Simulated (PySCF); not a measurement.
Ligands exchanged one at a time, Ge OCH3-SiH3. Isolated molecules, 0 K electronic values unless said otherwise. One relaxed conformer stands for each flexible species; it need not be the lowest. Strings in code marks are SMILES.

The S1 excitation (TDA) from two functionals at the same geometries (r2SCAN-D4/def2-SVP), both in PySCF: PBE-D3(BJ)/def2-TZVP and r2SCAN-D4/def2-TZVP. Excitations are Tamm–Dancoff values on a coarser integration grid. The basis has no diffuse functions, so Rydberg states are missing or too high.

```csv
species,PBE-D3(BJ)/def2-TZVP (eV),r2SCAN-D4/def2-TZVP (eV)
"2 of 4 OCH3 replaced by SiH3 (`C[O][Ge]([SiH3])([SiH3])[O]C` (C–O–Ge–Si torsion 178°, Si–Ge–O–C torsion 47°))",4.99,5.47
3 of 4 OCH3 replaced by SiH3 (`C[O][Ge]([SiH3])([SiH3])[SiH3]` (C–O–Ge–Si torsion 59°)),4.41,4.79
4 of 4 OCH3 replaced by SiH3,5.92,6.38
```

Over these rows, drawn at random from the members with no instability flagged (it was tested for open shells, ions and some series alone), PBE minus r2SCAN-D4: mean -0.44 eV, from -0.48 eV to -0.39 eV.
